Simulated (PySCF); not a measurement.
# Correlation energy of Mg (magnesium, neutral)

[Ne] 3s2, closed-shell 1S. Computed with PySCF 2.14 in pcseg-2, with no relativity, point nucleus. Frozen: [Ne]; 2 electrons correlated.

Total MP2 correlation energy: -20.58 mhartree.

Same-spin part 0.00 and opposite-spin part -20.58 mhartree; SCS-MP2 scales them by 1/3 and 6/5 to -24.70 mhartree.

With two correlated electrons CCSD is exact within the correlated space (frozen core and kept virtual orbitals).

| level | correlation energy (mhartree) |
| --- | --- |
| CCSD | -32.66 |

Diagnostics: T1 = 0.013, D1 = 0.0177, largest double amplitude 0.137.

Q: Is a single reference adequate?

A: Mostly. T1 lies below 0.03, but a double amplitude of this size points to a near-degeneracy that CCSD handles and MP2 describes poorly.
